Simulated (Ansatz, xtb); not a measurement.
A geometry optimisation of C4H7GaO2 with r2SCAN-D4/def2-SVP

The starting geometry of this gas-phase singlet was built from a drawn formula by distance geometry; its bonds are those of `[CH3][Ga]([CH]=O)[CH2]C=O`.

| atom | x (Å) | y (Å) | z (Å) |
| --- | --- | --- | --- |
| C | -0.7601 | -0.3758 | 1.4433 |
| C | -1.3096 | -0.5018 | -2.2278 |
| C | 0.0960 | 2.1068 | -0.7685 |
| C | 1.4174 | 2.8421 | -0.6157 |
| Ga | -0.3276 | 0.3192 | -0.4859 |
| O | -0.5755 | -0.4376 | -3.1649 |
| O | 1.3627 | 4.0251 | -0.7940 |
| H | -1.8278 | -0.6551 | 1.6532 |
| H | -0.3539 | 0.3688 | 2.1593 |
| H | -0.0966 | -1.2660 | 1.4185 |
| H | -2.3507 | -0.8664 | -2.2197 |
| H | -0.2112 | 2.3003 | -1.7784 |
| H | -0.7177 | 2.6818 | -0.1817 |
| H | 2.3102 | 2.3073 | -0.2708 |

Q: Where would you expect an optimisation with r2SCAN-D4/def2-SVP to take it?

A: It keeps its bonds, and is `[CH3][Ga]([CH]=O)[CH2]C=O`.

The energy falls by 1.43 eV over 25 steps:

| step | E − E(last) (eV) |
| --- | --- |
| 1 | 1.425 |
| 4 | 0.498 |
| 6 | 0.396 |
| 9 | 0.257 |
| 12 | 0.096 |
| 14 | 0.052 |
| 17 | 0.024 |
| 20 | 0.004 |
| 22 | 0.001 |
| 25 | 0.000 |

Final geometry (Å):

```yaml
atoms:
  - { symbol: C, position_ang: [-0.4170, -0.1508, 1.2305] }
  - { symbol: C, position_ang: [-1.6282, -0.4931, -2.0224] }
  - { symbol: C, position_ang: [0.0460, 2.2817, -1.1533] }
  - { symbol: C, position_ang: [1.1167, 2.6238, -0.1911] }
  - { symbol: Ga, position_ang: [-0.8082, 0.5757, -0.5414] }
  - { symbol: O, position_ang: [-0.7198, -1.1064, -2.5557] }
  - { symbol: O, position_ang: [0.9350, 3.1319, 0.8967] }
  - { symbol: H, position_ang: [-1.2872, -0.6436, 1.6888] }
  - { symbol: H, position_ang: [-0.0503, 0.6481, 1.8927] }
  - { symbol: H, position_ang: [0.3812, -0.9066, 1.1304] }
  - { symbol: H, position_ang: [-2.6816, -0.6150, -2.4063] }
  - { symbol: H, position_ang: [0.3948, 2.1680, -2.1914] }
  - { symbol: H, position_ang: [-0.7800, 3.0134, -1.0981] }
  - { symbol: H, position_ang: [2.1544, 2.3218, -0.5127] }
```

From the same start GFN2-xTB ends elsewhere, differing in C3–Ga5 (3.68 against 2.00 Å here), Ga5–O7 (1.75 against 3.41 Å here).

No frequencies were run, so the end isn't proven a minimum. Run with Ansatz 0.2.0, 3.7 min on 2 threads of Intel(R) Xeon(R) Processor @ 2.50GHz (Skylake/Cascade Lake), with other jobs on the host.
